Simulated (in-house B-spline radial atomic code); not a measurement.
# RPA and G0W0 on SCAN: Ti VIII (Ti7+)

Configuration [Ne] 3s2 3p3, highest spin, mean-field start SCAN. Computed with an all-electron radial atomic-structure program (B-spline basis): all electrons, non-relativistic, point nucleus, each spin shell either full or empty, empty states to l = 9 with an (l + 1/2)⁻⁴ tail; G0W0 by contour deformation at full frequency.

Command:
```bash
python run_gw.py task.json out
```
Settings (radii: box in bohr, nucleus in fm):
```
Z                        22
electrons                15
configuration            [Ne] 3s2 3p3
hamiltonian              nr
method                   scan,scan
lmax                     9
spin_polarised           True
box_radius               8.41
intervals                48
```

Run time, properties included: 1.9 s on 1 thread of Arm Neoverse N1, with other jobs on the host.

Energies (hartree):

```csv
term,value
mean-field total,-832.83797
Hartree-Fock functional on these orbitals,-832.14610
direct second order,-1.0922
second-order exchange,0.39745
SOSEX correction,0.36091
```

What is the RPA correlation energy, and what remains with SOSEX?

RPA gives -0.96378 hartree (-1.75 eV per electron); RPA + SOSEX gives -0.60288, and the second-order doubles -0.69471 hartree (no singles). RPA lacks exchange-type terms and so overcorrelates at short range.

Quasi-particle levels (eV):

```
  level  occupied  mean field  Σx - vxc     Σc  QP weight     G0W0
  3p up       yes     -158.68    -10.17      ?          ?        ?
3s down       yes     -175.21     -7.47  -3.44      0.962  -186.12
2p down       yes     -585.88    -34.10   7.12      0.941  -612.86
3p down        no     -149.66     12.13  -3.53      0.956  -141.06
```

G0W0 = mean field + (Σx - vxc) + Σc, with Σc (partial-wave tail included) taken at the quasi-particle energy. Only the outer levels were computed. Levels of low weight are left out.

Where does G0W0 put 3p up?

At -169.09 eV, with Σc = -0.24 eV and a quasi-particle weight of 0.956. The tabulated removal energy is 170.5 ± 0.4 eV (NIST, semi-empirical); the calculation leaves out relativity, Breit and QED terms, and what these don't explain is the method's own error.
